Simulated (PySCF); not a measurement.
## Radial density of S⁺ (sulfur, charge +1)

B3LYP, [Ne] 3s2 3p3, high-spin 4S determinant. All numbers are calculated (PySCF 2.14, the non-relativistic Hamiltonian (point nucleus), in aug-cc-pwCVTZ (8s7p5d3f, 75 functions)).

```json
{"r (bohr)": "0.00210", "4πr²ρ (e/bohr)": "0.1374", "4πr²(ρα − ρβ)": "0.0000"}
{"r (bohr)": "0.00352", "4πr²ρ (e/bohr)": "0.3717", "4πr²(ρα − ρβ)": "0.0000"}
{"r (bohr)": "0.00593", "4πr²ρ (e/bohr)": "0.9735", "4πr²(ρα − ρβ)": "0.0000"}
{"r (bohr)": "0.00997", "4πr²ρ (e/bohr)": "2.422", "4πr²(ρα − ρβ)": "0.0000"}
{"r (bohr)": "0.0168", "4πr²ρ (e/bohr)": "5.515", "4πr²(ρα − ρβ)": "0.0002"}
{"r (bohr)": "0.0282", "4πr²ρ (e/bohr)": "10.85", "4πr²(ρα − ρβ)": "0.0018"}
{"r (bohr)": "0.0474", "4πr²ρ (e/bohr)": "16.77", "4πr²(ρα − ρβ)": "0.0110"}
{"r (bohr)": "0.0798", "4πr²ρ (e/bohr)": "17.78", "4πr²(ρα − ρβ)": "0.0535"}
{"r (bohr)": "0.134", "4πr²ρ (e/bohr)": "12.88", "4πr²(ρα − ρβ)": "0.1900"}
{"r (bohr)": "0.226", "4πr²ρ (e/bohr)": "14.13", "4πr²(ρα − ρβ)": "0.3910"}
{"r (bohr)": "0.380", "4πr²ρ (e/bohr)": "17.27", "4πr²(ρα − ρβ)": "0.2579"}
{"r (bohr)": "0.639", "4πr²ρ (e/bohr)": "7.513", "4πr²(ρα − ρβ)": "0.0135"}
{"r (bohr)": "1.07", "4πr²ρ (e/bohr)": "2.965", "4πr²(ρα − ρβ)": "1.1819"}
{"r (bohr)": "1.81", "4πr²ρ (e/bohr)": "2.815", "4πr²(ρα − ρβ)": "1.6866"}
{"r (bohr)": "3.04", "4πr²ρ (e/bohr)": "0.5225", "4πr²(ρα − ρβ)": "0.3801"}
{"r (bohr)": "5.11", "4πr²ρ (e/bohr)": "0.01293", "4πr²(ρα − ρβ)": "0.0115"}
```
